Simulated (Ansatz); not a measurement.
System: CHF$_{2}$, charge 1, singlet. CHF2+ (parent SMILES F[CH]F, singlet).
B3LYP-D3(BJ)/def2-TZVP minimum from Ansatz (a first-principles code):
```
C
F 1 1.2334
F 1 1.2334 2 118.06
H 1 1.0970 2 120.97 3 180.00
```
Charge +1, spin multiplicity 1.

Total energies in aug-cc-pVDZ, 18 correlated electrons, 3 frozen orbitals. Open shells are spin-unrestricted; no spin-orbit coupling. Cores are frozen in correlated methods. No relativity. The spin of CHF2+ (parent SMILES F[CH]F, singlet) was assumed, and the state is the lowest solution found for it.

| method | program | energy (Eh) | minus CCSDT(Q) (mEh) |
|---|---|---|---|
| HF | Ansatz | -236.98540 | 544.33 |
| MP2 | Ansatz | -237.50252 | 27.21 |
| CCSD | Ansatz | -237.51270 | 17.04 |
| CCSD(T) | Ansatz | -237.52809 | 1.65 |
| CCSDT(Q) | Ansatz | -237.52973 | 0.00 |

Rough core times of Ansatz's runs on a shared machine: CCSD(T) under 20 s, CCSDT(Q) 2 min.
